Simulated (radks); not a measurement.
Charge is removed step by step from the 4d up level of Zr3+, starting from [Kr] 4d(up 1, down 0). Method: scalar-relativistic Kohn-Sham, PBEsol, spin-polarised, spherical densities, finite nucleus; Fermi nuclear charge, rms radius 4.2694 fm; computed with a radial shooting solver on a logarithmic mesh with Libxc functionals.

| removed (e) | E - E(0) (eV) | eigenvalue (eV) | E minus straight line (eV) |
|---|---|---|---|
| 0 | 0.000 | -28.577 | 0.000 |
| 0.1 | 2.914 | -29.711 | -0.525 |
| 0.2 | 5.942 | -30.856 | -0.937 |
| 0.3 | 9.086 | -32.012 | -1.233 |
| 0.4 | 12.345 | -33.179 | -1.413 |
| 0.5 | 15.722 | -34.356 | -1.476 |
| 0.6 | 19.217 | -35.543 | -1.421 |
| 0.7 | 22.831 | -36.740 | -1.247 |
| 0.8 | 26.565 | -37.945 | -0.952 |
| 0.9 | 30.420 | -39.159 | -0.537 |
| 1 | 34.397 | -40.380 | 0.000 |

Removing the whole electron costs 34.397 eV by Delta-SCF, against 28.577 eV from minus the eigenvalue at the starting occupation. Slater's transition state (half an electron removed) gives 34.356 eV. Integrating minus the eigenvalue over the occupation (Janak's theorem) gives 34.397 eV. In this scalar-relativistic scheme the density is built from large components alone, so the theorem holds only approximately. The mean slope of the eigenvalue, de/dn, is 11.8 eV per electron. Ionisation energy of Zr3+ in the NIST Atomic Spectra Database: 34.418 eV (measured).
